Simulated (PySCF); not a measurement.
Cd(Me)(Et) (C3H8Cd), SMILES [Cd]([CH3])[CH2]C.

Geometry: B3LYP-D3(BJ)/def2-SVP. The structure was generated by enumeration; whether it is a known compound was not checked. The def2 effective core potentials stand for the cores of Cd; spin–orbit coupling is left out. The values are those of a single conformer.

Method: TDDFT-PBE0/def2-SVPD (PySCF).

Vertical excitations. Isolated molecule, no solvent.

```json
[
 {"state": "S1", "energy (eV)": "5.08", "λ (nm)": "244", "f": "0.001", "main pairs": "HOMO→LUMO 98 %"},
 {"state": "S2", "energy (eV)": "5.15", "λ (nm)": "241", "f": "0.001", "main pairs": "HOMO→LUMO+1 99 %"},
 {"state": "S3", "energy (eV)": "5.93", "λ (nm)": "209", "f": "0.395", "main pairs": "HOMO→LUMO+2 93 %"},
 {"state": "S4", "energy (eV)": "6.75", "λ (nm)": "184", "f": "0.076", "main pairs": "HOMO→LUMO+3 87 %"},
 {"state": "S5", "energy (eV)": "7.03", "λ (nm)": "176", "f": "0.135", "main pairs": "HOMO−1→LUMO 95 %"},
 {"state": "S6", "energy (eV)": "7.12", "λ (nm)": "174", "f": "0.160", "main pairs": "HOMO−1→LUMO+1 98 %"},
 {"state": "S7", "energy (eV)": "7.21", "λ (nm)": "172", "f": "0.016", "main pairs": "HOMO−1→LUMO+2 85 %"},
 {"state": "S8", "energy (eV)": "7.56", "λ (nm)": "164", "f": "0.108", "main pairs": "HOMO→LUMO+4 88 %"},
 {"state": "S9", "energy (eV)": "7.96", "λ (nm)": "156", "f": "0.004", "main pairs": "HOMO−2→LUMO 96 %"},
 {"state": "S10", "energy (eV)": "7.98", "λ (nm)": "155", "f": "0.039", "main pairs": "HOMO→LUMO+5 77 %, HOMO−2→LUMO+1 13 %"},
 {"state": "T1", "energy (eV)": "4.75", "λ (nm)": "261", "f": "0", "main pairs": "HOMO→LUMO+2 77 %, HOMO→LUMO 17 %"},
 {"state": "T2", "energy (eV)": "4.91", "λ (nm)": "253", "f": "0", "main pairs": "HOMO→LUMO 81 %, HOMO→LUMO+2 17 %"},
 {"state": "T3", "energy (eV)": "4.96", "λ (nm)": "250", "f": "0", "main pairs": "HOMO→LUMO+1 99 %"},
 {"state": "T4", "energy (eV)": "6.16", "λ (nm)": "201", "f": "0", "main pairs": "HOMO−1→LUMO 95 %"}
]
```
Triplets are in the Tamm–Dancoff approximation, which puts them higher than full response would, so one can lie above its singlet here.
